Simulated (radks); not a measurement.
Results of a calculation; reference values are marked as such.
Problem. Ionisation ladder of terbium, from Tb61+ to Tb64+. Each ion is in the ground configuration listed by NIST, and IE = E(next ion) - E(this ion), with E = 0 for the bare nucleus. Level of theory: scalar-relativistic Kohn-Sham, r2SCAN, spin-unpolarised, spherical densities, finite nucleus; meta-GGA in the generalised Kohn-Sham scheme; Fermi nuclear charge, rms radius 5.06 fm (a radial shooting solver on a logarithmic mesh with Libxc functionals).

| species | configuration | IE, Delta-SCF (eV) | -e(HOMO) (eV) | HOMO | <r> HOMO (bohr) |
|---|---|---|---|---|---|
| Tb61+ | [He] 2s2 | 14487.3 | 14366.4 | 2s | 0.0872 |
| Tb62+ | [He] 2s1 | ? | 14610.3 | 2s | 0.0869 |
| Tb63+ | [He] | 60057 | 59535 | 1s | 0.0214 |
| Tb64+ | 1s1 | ? | 60571 | 1s | 0.0213 |

Estimate the withheld Delta-SCF values.

Solution. Tb62+: 14712.1 eV (NIST 14721.0); Tb64+: 61012 eV (NIST 61050).

Beside tabulated values, note that spin-unpolarised runs miss the spin-polarisation part of the exchange energy of open shells.
